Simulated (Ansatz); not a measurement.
`[F][SnH][SiH3]` radical, 7 atoms. Total charge 0; spin multiplicity 2. Correlated methods include outer-core shells of Sn, which these sets cover unevenly. Sn: def2 effective core potential. All runs use 4 threads of a server CPU on a shared host. Correlated methods freeze the cores. Open-shell runs search over several starts.

**Question.** How many basis functions does each run have, and how long does it take in Ansatz? UHF-MP2/def2-QZVPP energy; UKS B2PLYP (frozen core)/def2-TZVPP energy; UKS B3LYP-D4/def2-TZVPP energy and forces; direct RPA on PBE orbitals/def2-TZVPP energy; UHF-CCSD(T)/def2-TZVPP energy; UHF-CCSD(T)/def2-SVP energy; UKS r2SCAN0-D4/def2-TZVPP energy; UKS ωB97M-V/def2-QZVPP energy; UKS ωB97M-V/def2-SVP energy; UKS PBE0-D4/def2-QZVPP energy; UKS ωB97X-V/def2-TZVPP energy; UKS PBE0-D4/def2-TZVP relaxation (7 steps). (An estimate is asked.)

**Answer.** Ansatz gave: Other jobs shared the machine, so times are rough.

| level | job | functions | wall time | peak host memory (GiB) |
| --- | --- | --- | --- | --- |
| UKS B3LYP-D4/def2-TZVPP | energy and forces | 179 | 5.5 s | 0.48 |
| UKS B2PLYP (frozen core)/def2-TZVPP | energy | 179 | 7.5 s | 0.5 |
| UKS r2SCAN0-D4/def2-TZVPP | energy | 179 | 8.5 s | 0.54 |
| direct RPA on PBE orbitals/def2-TZVPP | energy | 179 | 8.5 s | 0.49 |
| UHF-CCSD(T)/def2-SVP | energy | 78 | 9 s | 0.47 |
| UKS ωB97M-V/def2-SVP | energy | 78 | 9.5 s | 0.38 |
| UKS PBE0-D4/def2-QZVPP | energy | 329 | 13 s | 1.1 |
| UKS ωB97X-V/def2-TZVPP | energy | 179 | 14 s | 0.69 |
| UHF-MP2/def2-QZVPP | energy | 329 | 19 s | 1.3 |
| UKS PBE0-D4/def2-TZVP | relaxation (7 steps) | 142 | 31 s | 0.42 |
| UKS ωB97M-V/def2-QZVPP | energy | 329 | 31 s | 1.5 |
| UHF-CCSD(T)/def2-TZVPP | energy | 179 | 4.2 min | 4.8 |

B3LYP here is the variant with VWN-RPA as its local correlation; programs differ in this.
